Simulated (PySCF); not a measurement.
Compound: C8H14.
Cartesian coordinates in Å at the GFN2-xTB level; atoms count from 1:
```xyz
22
C8H14 angstrom
C      3.7025   -0.1991   -1.2336
C      2.7646   -0.0392   -0.3058
C      1.3453   -0.0837   -0.5781
C      0.4216    0.0797    0.3671
C     -1.0735    0.0547    0.2104
C     -1.6268   -1.0619    1.1072
C     -1.6240    1.4061    0.6882
C     -1.5165   -0.1897   -1.2318
H      4.7523   -0.1603   -0.9984
H      3.4499   -0.3752   -2.2667
H      3.0463    0.1370    0.7249
H      1.0700   -0.2595   -1.6080
H      0.7504    0.2539    1.3854
H     -1.3400   -0.9001    2.1439
H     -1.2385   -2.0277    0.7909
H     -2.7128   -1.0895    1.0512
H     -1.2306    2.2131    0.0734
H     -1.3407    1.5934    1.7218
H     -2.7099    1.4175    0.6220
H     -1.1495   -1.1482   -1.5912
H     -2.6032   -0.1978   -1.2874
H     -1.1473    0.5959   -1.8870
```

Computed with PBE0/pcSseg-1 in PySCF (dipole) on a GFN2-xTB geometry, gas phase.

Take the most abundant isotopes and a rigid rotor. The values belong to one conformer with, in the numbering `[CH2:1]=[CH:2]/[CH:3]=[CH:4]/[C:5]([CH3:6])([CH3:7])[CH3:8]`, C1–C2–C3–C4 180°.

Give the principal moments of inertia and the rotational constants in MHz.

Ia = 121.44, Ib = 536.56, Ic = 548.03 u·Å²; 505379 MHz·u·Å²/I gives A = 4162, B = 941.9, C = 922.2 MHz.

What kind of rotor is it?

A near-prolate asymmetric top: κ = (2 × 941.9 − 4162 − 922.2)/(4162 − 922.2) = -0.99.

What does the inertial defect say?

Not planar: Δ = Ic − Ia − Ib = -109.96 u·Å². For a rigid frame Δ = −2 Σ m c², so Σ m c² = 54.98 u·Å² lies off the ab plane: 17.38 from hydrogen and 37.60 from heavier atoms. The atom farthest from that plane is 2.15 Å away.

Give the other two planar moments, Paa and Pbb, and the rms extents of the mass along the axes.

Paa = Σ m a² = (Ib + Ic − Ia)/2 = 481.57 and Pbb = Σ m b² = (Ia + Ic − Ib)/2 = 66.46 u·Å². With the mass M = 110.11 u, the rms extents √(P/M) along a, b and c are 2.09, 0.78, 0.71 Å.

Where do the levels up to J = 5 lie, in MHz?

Above 0(0,0):
J = 1: 1(0,1) 1864, 1(1,1) 5084, 1(1,0) 5103
J = 2: 2(0,2) 5592, 2(1,2) 8792, 2(1,1) 8851, 2(2,1) 18510, 2(2,0) 18510
J = 3: 3(0,3) 11184, 3(1,3) 14355, 3(1,2) 14473, 3(2,2) 24103, 3(2,1) 24103, 3(3,1) 40250, 3(3,0) 40250
J = 4: 4(0,4) 18639, 4(1,4) 21771, 4(1,3) 21969, 4(2,3) 31559, 4(2,2) 31560, 4(3,2) 47707, 4(3,1) 47707, 4(4,1) 70313, 4(4,0) 70313
J = 5: 5(0,5) 27958, 5(1,5) 31042, 5(1,4) 31338, 5(2,4) 40879, 5(2,3) 40882, 5(3,3) 57027, 5(3,2) 57027, 5(4,2) 79634, 5(4,1) 79634, 5(5,1) 108700, 5(5,0) 108700
Those of J = 1 are B + C, A + C and A + B.

Which lines would a microwave search look for?

The dipole components are |μa| = 0.66 D, |μb| = 0.03 D, |μc| = 0.00 D; the mirror of this Cs structure is the ab plane, so μc vanishes by symmetry and there are no c-type lines. The squared components, which scale the intensities, stand as 1.00 : 0.00 (a : b). Some lines, for components of 0.1 D or more:

| type | branch | J(Ka,Kc) | MHz | lower level (cm⁻¹) |
| --- | --- | --- | --- | --- |
| a | R | 1(0,1) ← 0(0,0) | 1864 | 0.000 |
| a | R | 2(1,2) ← 1(1,1) | 3708 | 0.170 |
| a | R | 2(0,2) ← 1(0,1) | 3728 | 0.062 |
| a | R | 2(1,1) ← 1(1,0) | 3748 | 0.170 |
| a | R | 3(1,3) ← 2(1,2) | 5563 | 0.293 |
| a | R | 3(0,3) ← 2(0,2) | 5592 | 0.187 |
| a | R | 3(2,2) ← 2(2,1) | 5592 | 0.617 |
| a | R | 3(2,1) ← 2(2,0) | 5593 | 0.617 |
| a | R | 3(1,2) ← 2(1,1) | 5622 | 0.295 |

Estimate the classical rotational partition function at 50 K, 100 K and 298.15 K.

Point group Cs, symmetry number σ = 1; q = (√π/σ)·√((kT/h)³/(ABC)), k/h = 20836.6 MHz/K: 31300 at 50 K, 88700 at 100 K, 456000 at 298.15 K.

Stationary, but not proved a minimum. These are rigid-rotor constants of the computed structure; measured ground-state constants (B0) also hold zero-point vibration. A rigid rotor knows nothing of internal rotation, which can split or shift real lines.
